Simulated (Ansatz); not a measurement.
A search over several starts for the lowest SCF solution of cis-V(PH3)2F4 (VP₂H₆F₄) at the given spin, in a small basis.

```yaml
crystal:
  periodic: [false, false, false]
  atoms:
    - {symbol: F, position_ang: [-0.718302, -0.087171, -2.593343]}
    - {symbol: F, position_ang: [-2.584438, 0.145613, -0.740759]}
    - {symbol: F, position_ang: [-0.387668, 1.679481, -0.593894]}
    - {symbol: F, position_ang: [-0.617985, -1.659323, -0.420895]}
    - {symbol: P, position_ang: [-1.057030, 0.132005, 1.903231]}
    - {symbol: P, position_ang: [1.910000, -0.146991, -1.042094]}
    - {symbol: V, position_ang: [-0.845155, 0.015921, -0.853252]}
    - {symbol: H, position_ang: [0.014194, -0.038002, 2.824839]}
    - {symbol: H, position_ang: [-1.932574, -0.823247, 2.484241]}
    - {symbol: H, position_ang: [-1.617687, 1.290099, 2.505006]}
    - {symbol: H, position_ang: [2.493203, -1.302535, -1.626756]}
    - {symbol: H, position_ang: [2.824644, -0.023486, 0.041257]}
    - {symbol: H, position_ang: [2.518789, 0.817646, -1.887591]}
basis:
  gaussian: {orbitals: def2-SVP, initial_orbitals: start.molden}
magnetization: {spin_polarized: true, initial_magnetization: 1}
hamiltonian: {xc: pbe, dispersion: d4}
output: {orbitals: {seedname: orbitals}}
```

The file start.molden holds the orbitals of an earlier run on this structure, at another level or in another basis.

```sh
$ ansatz run in.yaml --threads 4 --pin off --events-out ev --progress --plain --max-ram 4787MiB
```

It prints (some lines left out):

```
Functional definition: PBE
1736 factors; their error is unknown
mean field evaluation 1: about -55150.2767 eV, gradient 7.4e1 eV
mean field evaluation 2: about -55170.0667 eV, gradient 2.8e1 eV
mean field evaluation 4: about -55191.3271 eV, gradient 8.0e0 eV
mean field evaluation 8: about -55193.2752 eV, gradient 2.5e-1 eV
mean field evaluation 16: about -55193.2257 eV, gradient 9.3e-5 eV
mean field evaluation 32: about -55193.2257 eV, gradient 4.3e-2 eV
mean field -55193.22566594 eV, -2028.3136319112 hartree, gradient 1.4e-5 eV, S^2 0.754033; 7 other end points of the search recorded, 0 dependent functions left out
reference -55193.22574922 eV, -2028.3136349719 hartree; 48, 47 occupied and 105, 106 virtual orbitals, 1736 factors
Total energy: -55193.54813408 eV, -2028.3254823968 hartree
```

Hardware: 4 threads of Arm Neoverse V1 on a shared host. Wall time 14 s.
